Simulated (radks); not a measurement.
Results of a calculation; reference values are marked as such.
Task: All-electron atom: Bi2.375+ in [Xe] 4f14 5d10 6s(up 1, down 0.625) 6p1 (fractional occupations, a model configuration). Level of theory: scalar-relativistic Kohn-Sham, SCAN, spin-polarised, spherical densities, finite nucleus; open shells are filled with parallel spins first (spin-orbit coupling, left out, can overturn this in heavy ions); meta-GGA in the generalised Kohn-Sham scheme; Fermi nuclear charge, rms radius 5.5211 fm (a radial shooting solver on a logarithmic mesh with Libxc functionals). Some entries of the table are withheld. Estimate them.

| orbital | occ. | eigenvalue (eV) | r(max) (bohr) | <1/r> (bohr^-1) |
|---|---|---|---|---|
| 1s up | 1 | -90746.26 | 0.009660 | 103.2 |
| 1s down | 1 | -90746.22 | 0.009660 | 103.2 |
| 2s up | 1 | -16354.09 | 0.05615 | 24.28 |
| 2s down | 1 | -16354.07 | 0.05615 | 24.28 |
| 2p up | 3 | -13992.89 | 0.04691 | 21.23 |
| 2p down | 3 | -13992.86 | 0.04691 | 21.23 |
| 3s up | 1 | -3978.295 | 0.1583 | 9.001 |
| 3s down | 1 | -3978.277 | 0.1583 | 9.001 |
| 3p up | 3 | -3300.094 | 0.1587 | 8.115 |
| 3p down | 3 | -3300.071 | 0.1587 | 8.115 |
| 3d up | 5 | -2616.378 | 0.1296 | 7.599 |
| 3d down | 5 | -2616.351 | 0.1296 | 7.599 |
| 4s up | 1 | -937.1691 | 0.3559 | 3.876 |
| 4s down | 1 | -937.1484 | 0.3559 | 3.875 |
| 4p up | 3 | -713.9660 | 0.3757 | 3.482 |
| 4p down | 3 | -713.9467 | 0.3757 | 3.482 |
| 4d up | 5 | -457.5527 | 0.3814 | 3.132 |
| 4d down | 5 | -457.5188 | 0.3814 | 3.132 |
| 5s down | 1 | -182.7356 | 0.7708 | 1.635 |
| 5s up | 1 | -182.6621 | 0.7707 | 1.637 |
| 4f up | 7 | -176.3568 | 0.3425 | 2.744 |
| 4f down | 7 | -176.2962 | 0.3425 | 2.745 |
| 5p down | 3 | -120.2344 | 0.8617 | 1.407 |
| 5p up | 3 | -120.1042 | 0.8611 | 1.408 |
| 5d up | 5 | (1) | 1.027 | 1.071 |
| 5d down | 5 | (2) | 1.027 | 1.078 |
| 6s up | 1 | -35.2848 | 1.827 | 0.6222 |
| 6s down | 0.625 | -33.9492 | 1.808 | 0.6329 |
| 6p up | 1 | (3) | 2.256 | 0.4954 |

Result: 
(1) 5d up eigenvalue (eV): -49.6195
(2) 5d down eigenvalue (eV): -49.4358
(3) 6p up eigenvalue (eV): -23.3019
